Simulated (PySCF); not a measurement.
Shieldings and the share of exact exchange

Molecule: SMILES C/C([SiH3])=C/F, C₃H₇FSi.

Bonds (- single, = double, # triple, : aromatic): C1-C2 1.502 Å, C2-Si3 1.884 Å, C2=C4 1.333 Å, C4-F5 1.336 Å. C1 carries H6, H7, H8; Si3 carries H9, H10, H11; C4 carries H12. Stereochemistry as in C/C([SiH3])=C/F.

GIAO shieldings (ppm, equivalent atoms averaged) in PySCF 2.14 on the PBE0-D3(BJ)/def2-SVP geometry, basis pcSseg-2, gas phase, non-relativistic:

```tsv
functional	exact exchange (%)	σ(C1)	σ(Si3)	σ(F5)
BLYP	0	156.0	394.9	252.7
BP86	0	160.3	404.4	250.1
PBE	0	160.6	406.7	247.8
B3LYP	20	160.9	405.2	273.9
PBE0	25	166.1	419.0	274.1
BHandHLYP	50	167.0	421.0	301.2
HF	100	175.5	450.8	336.1
```

(1) Fit each shielding as a line in the percentage of exact exchange.

(2) What does the line predict for mPW1PW91 (25 %), and what does the run give?

## Answers

(1) σ(C1) = 159.2 + 0.16 x (rms 1.8 ppm); σ(Si3) = 401.3 + 0.48 x (rms 4.9 ppm); σ(F5) = 252.2 + 0.87 x (rms 3.4 ppm). The functionals also differ in their semilocal parts, which the line can't hold; Hartree–Fock has no correlation at all.

(2) σ(C1): 163.2 predicted, 165.4 computed; σ(Si3): 413.3 predicted, 417.0 computed; σ(F5): 273.9 predicted, 274.9 computed ppm.
